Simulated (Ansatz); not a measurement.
**One elementary step**

Start structure (Si$_{2}$NH$_{8}$F, singlet), relaxed at PBE0-D4/def2-TZVP:

```tsv
atom	x (Å)	y (Å)	z (Å)
Si1	-0.6879	-0.2095	-0.9914
Si2	0.6007	-1.3987	0.5864
H3	-0.5773	-0.9341	-2.2859
H4	-2.0963	-0.2519	-0.5151
N5	-0.2020	1.4169	-1.2495
H6	0.0855	0.9008	1.9678
F7	-0.2018	1.7782	1.8500
H8	0.5719	-0.7108	1.9256
H9	0.1004	-2.7766	0.8448
H10	2.0388	-1.4682	0.2097
H11	0.5556	1.6101	-1.8843
H12	-0.1874	2.0437	-0.4582
```

The step: Si₂NH₇ ([NH2][SiH2][SiH3]) + HF → SiNH₄F ([NH2][SiH2][F]) + SiH₄; bonds formed: Si1–F7, Si2–H6; bonds broken: Si1–Si2, H6–F7. Ansatz 0.2.0; basis: def2-TZVPP and def2-QZVPP; cores frozen in the correlated methods. Extrapolation: Hartree–Fock as exp(−7.88 √X), correlation as X^−2.97. Energies below are by CCSD(T) at an estimated basis limit (MP2 extrapolated from triple and quadruple zeta, plus CCSD(T) − MP2 in triple zeta).

Task: What are the electronic barrier and the energy of the step, from the start structure to the end structure? (An estimate is asked for; the value comes from the calculation.)

Result: The calculation gives: Barrier 1.434 eV; step energy -1.594 eV (downhill); reverse barrier, their difference, 3.028 eV. Barrier and step energy count from the start structure, the reverse barrier from the end structure.

The saddle point: One imaginary mode of 1054i cm⁻¹.
```csv
pair,start (Å),saddle (Å),end (Å)
Si1–F7,3.50,1.99,1.60
Si2–H6,2.73,1.83,1.48
Si1–Si2,2.36,2.57,4.06
H6–F7,0.93,1.18,3.12
```

Zero-point energy (harmonic, PBE0-D4): ZPE is 2.156 eV at the start and 2.086 eV at the saddle, so the barrier goes from 1.434 to 1.365 eV.

The T1 diagnostic stays at or below 0.014.

Labels in which every atom is bracketed show which atoms are joined, not bond orders.

For scale, one of the runs: CCSD(T)/def2-TZVPP, 258 basis functions, launched by `ansatz run in.yaml --threads 4 --pin off --events-out ev --progress --plain --max-ram 9574MiB`. The run took 2.8 min on 4 CPU threads of an Intel Xeon (shared host), with 5.7 GiB of host memory at its peak.
